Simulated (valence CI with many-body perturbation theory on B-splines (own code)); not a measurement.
**E1 transitions of Rh VI**

Method: configuration interaction combined with many-body perturbation theory (CI+MBPT): four valence electrons over a frozen Dirac-Fock core [Kr], radial functions for each j: 7 s, 7 p, 8 d, 6 f, 4 g, 1 h, with the one-electron correlation potential Σ1 (screened to all orders), the two-electron term Σ2, the three-electron term Σ3, Breit, model QED; selected single and double excitations, second order for the rest, scaled by the run's own slope (own B-spline code, finite nucleus).

No measured levels were compared; by estimate terms of the open shell hold to 2 to 4 % of their energy, and close levels can change places; different configurations can be misplaced against each other by 1,000 to 8,000 cm⁻¹. The list stops below the first excitations out of the core.

Lines 51 to 100 of 600 in falling wavelength, among levels below 289030 cm⁻¹, chosen from the strongest by gf and those to the six lowest levels. Wavelengths and rates use the calculated energies, so an error of 2000 cm⁻¹ moves a line at 1416 Å by 2.8 % and its rate by three times that or more. Electric multipoles are in the length gauge, E1 and E2 with the static RPA response of the core. Weak lines are less certain than strong ones. Lines between different terms over intervals too small for the method are left out, as are lines whose strength nearly cancels. Where a level lies close to another of its J and parity, the split of strength between their lines is uncertain. The highest levels of a list are the least certain.

Names give the largest LS component (configuration and term), which can be under half, so a name can repeat, a term be missing and a line seem to break the LS rules; names also repeat where a configuration has a term twice. Letters in brackets count levels of one name in rising energy.

| λ vac (Å) | Upper | Lower | A (s⁻¹) | S (a.u.) |
| --- | --- | --- | --- | --- |
| 1416 | 4d3 5p 3G°_4 [b] | 4d3 5s 3H_5 | 1.75e+08 | 2.20e+00 |
| 1415 | 4d3 5p 3H°_5 [b] | 4d3 5s 1G_4 | 4.24e+07 | 6.52e-01 |
| 1413 | 4d3 5p 5G°_2 | 4d3 5s 5F_2 | 2.38e+08 | 1.65e+00 |
| 1412 | 4d3 5p 5F°_3 | 4d3 5s 3F_2 [a] | 1.14e+08 | 1.10e+00 |
| 1411 | 4d3 5p 5F°_2 | 4d3 5s 3F_2 [a] | 1.13e+08 | 7.85e-01 |
| 1410 | 4d3 5p 3D°_3 [a] | 4d3 5s 3F_3 [a] | 1.56e+08 | 1.51e+00 |
| 1410 | 4d3 5p 3H°_5 [a] | 4d3 5s 3G_5 | 1.78e+08 | 2.70e+00 |
| 1408 | 4d3 5p 1G°_4 [b] | 4d3 5s 1H_5 | 1.10e+08 | 1.37e+00 |
| 1407 | 4d3 5p 3D°_3 [d] | 4d3 5s 3F_4 [b] | 9.39e+07 | 9.04e-01 |
| 1401 | 4d3 5p 3P°_1 [b] | 4d3 5s 3P_2 [a] | 2.13e+08 | 8.66e-01 |
| 1400 | 4d3 5p 3I°_6 | 4d3 5s 1H_5 | 4.38e+07 | 7.72e-01 |
| 1399 | 4d3 5p 5G°_3 | 4d3 5s 5F_3 | 2.95e+08 | 2.79e+00 |
| 1398 | 4d3 5p 1H°_5 [b] | 4d3 5s 1H_5 | 4.60e+07 | 6.83e-01 |
| 1397 | 4d3 5p 3H°_5 [a] | 4d3 5s 3G_4 | 3.41e+08 | 5.05e+00 |
| 1397 | 4d3 5p 1F°_3 [a] | 4d3 5s 1G_4 | 2.68e+08 | 2.52e+00 |
| 1393 | 4d3 5p 5D°_2 [b] | 4d3 5s 3P_1 [a] | 1.51e+08 | 1.01e+00 |
| 1393 | 4d3 5p 5G°_2 | 4d3 5s 5F_1 | 6.35e+08 | 4.23e+00 |
| 1390 | 4d3 5p 3P°_2 [a] | 4d3 5s 5P_3 | 2.25e+08 | 1.49e+00 |
| 1386 | 4d3 5p 3G°_5 [a] | 4d3 5s 3H_5 | 1.25e+08 | 1.80e+00 |
| 1385 | 4d3 5p 5G°_4 | 4d3 5s 5F_4 | 3.12e+08 | 3.67e+00 |
| 1383 | 4d3 5p 1G°_4 [c] | 4d3 5s 1H_5 | 4.29e+08 | 5.04e+00 |
| 1383 | 4d3 5p 3G°_5 [a] | 4d3 5s 3H_6 | 6.68e+07 | 9.60e-01 |
| 1381 | 4d3 5p 3D°_3 [b] | 4d3 5s 3P_2 [c] | 7.34e+07 | 6.68e-01 |
| 1380 | 4d3 5p 3F°_2 [b] | 4d3 5s 3P_1 [a] | 1.01e+08 | 6.57e-01 |
| 1376 | 4d3 5p 3D°_2 [b] | 4d3 5s 3P_2 [c] | 2.70e+08 | 1.73e+00 |
| 1373 | 4d3 5p 3G°_3 [a] | 4d3 5s 3F_2 [a] | 3.85e+08 | 3.44e+00 |
| 1373 | 4d3 5p 3G°_3 [b] | 4d3 5s 3G_4 | 2.70e+08 | 2.41e+00 |
| 1373 | 4d3 5p 3F°_2 [e] | 4d3 5s 3F_2 [b] | 3.85e+08 | 2.46e+00 |
| 1373 | 4d3 5p 5F°_5 [b] | 4d3 5s 3F_4 [a] | 3.33e+08 | 4.68e+00 |
| 1371 | 4d3 5p 3G°_4 [a] | 4d3 5s 3F_3 [a] | 4.42e+08 | 5.06e+00 |
| 1370 | 4d3 5p 5G°_3 | 4d3 5s 5F_2 | 5.80e+08 | 5.16e+00 |
| 1370 | 4d3 5p 5P°_1 | 4d3 5s 5P_2 | 8.18e+08 | 3.12e+00 |
| 1369 | 4d3 5p 1G°_4 [a] | 4d3 5s 3G_5 | 3.47e+08 | 3.95e+00 |
| 1369 | 4d3 5p 3F°_3 [c] | 4d3 5s 3D_3 [a] | 2.15e+08 | 1.91e+00 |
| 1368 | 4d3 5p 3G°_3 [c] | 4d3 5s 1D_2 [a] | 1.12e+08 | 9.93e-01 |
| 1367 | 4d3 5p 5G°_5 | 4d3 5s 5F_5 | 3.18e+08 | 4.41e+00 |
| 1367 | 4d3 5p 5P°_2 | 4d3 5s 5P_3 | 3.80e+08 | 2.39e+00 |
| 1366 | 4d3 5p 3H°_5 [b] | 4d3 5s 3H_5 | 2.88e+08 | 3.98e+00 |
| 1365 | 4d3 5p 3G°_3 [b] | 4d3 5s 3G_3 | 2.60e+08 | 2.29e+00 |
| 1363 | 4d3 5p 3H°_5 [b] | 4d3 5s 3H_6 | 4.96e+07 | 6.82e-01 |
| 1363 | 4d3 5p 3D°_3 [a] | 4d3 5s 3F_2 [a] | 2.23e+08 | 1.95e+00 |
| 1362 | 4d3 5p 1H°_5 [a] | 4d3 5s 3H_4 | 4.81e+08 | 6.59e+00 |
| 1362 | 4d3 5p 1H°_5 [c] | 4d3 5s 1H_5 | 6.15e+08 | 8.43e+00 |
| 1361 | 4d3 5p 1G°_4 [b] | 4d3 5s 1G_4 | 3.63e+08 | 4.07e+00 |
| 1360 | 4d3 5p 3D°_1 [a] | 4d3 5s 5F_2 | 3.74e+08 | 1.39e+00 |
| 1358 | 4d3 5p 3G°_4 [b] | 4d3 5s 3H_4 | 2.03e+08 | 2.26e+00 |
| 1355 | 4d3 5p 3F°_3 [a] | 4d3 5s 3F_4 [a] | 1.94e+08 | 1.67e+00 |
| 1354 | 4d3 5p 3D°_2 [a] | 4d3 5s 5F_3 | 5.25e+08 | 3.22e+00 |
| 1353 | 4d3 5p 3F°_3 [d] | 4d3 5s 3F_3 [b] | 5.78e+08 | 4.95e+00 |
| 1351 | 4d3 5p 1H°_5 [b] | 4d3 5s 1G_4 | 7.36e+08 | 9.85e+00 |
